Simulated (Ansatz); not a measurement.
The first iterations of a band of ClF4HHf (7 atoms, charge 0, multiplicity 1).

All numbers below come from RKS PBE-D4/def2-SVP in Ansatz 0.2.0.

```
movable images  : 7
climbing image  : yes
spring          : 5.0 eV/Å²
optimiser       : quadratic models (default)
start path      : straight line
force threshold : 0.05 eV/Å
iteration limit : 60
end points      : relaxed
```

Image 0:

```xyz
7
Properties=species:S:1:pos:R:3
Hf -0.093 0.000 0.059
Cl 0.119 0.000 2.496
F 1.760 0.000 -0.387
F -0.700 1.599 -0.794
F -0.700 -1.599 -0.794
F -2.254 0.000 1.035
H -1.874 0.000 1.929
```

Image 8:

```xyz
7
Properties=species:S:1:pos:R:3
Hf -0.682 0.000 -0.500
Cl 0.481 0.000 3.333
F 1.210 0.000 -0.236
F -1.153 1.549 -1.515
F -1.153 -1.549 -1.515
F -1.719 0.000 1.138
H -0.726 0.000 2.838
```

| iteration | highest image above the first end (eV) | largest band force component (eV/Å) |
| --- | --- | --- |
| 1 | 1.135 | 3.759 |
| 2 | 0.315 | 2.112 |
| 3 | 0.274 | 1.209 |

**Question.** Does the band converge within its limit, and where does its top end?

**Answer.** The forces met the threshold. It ended after 10 iterations with the highest image 0.216 eV above the first end. Beside the main top the profile has a ripple of under 15 meV (maxima at images 3, 6), which may be a very shallow well or noise. Another band between the same ends (7 images) ends at a top of the same energy, where a vibrational analysis finds 1 clearly imaginary mode. The orbitals stay closed-shell, which can raise the energy where a bond breaks towards radicals; this wasn't checked here.

The run took 2.7 min on 2 threads of AMD EPYC 7R43 64-Core Processor (Zen 3), on a shared host, peak memory 0.24 GiB.
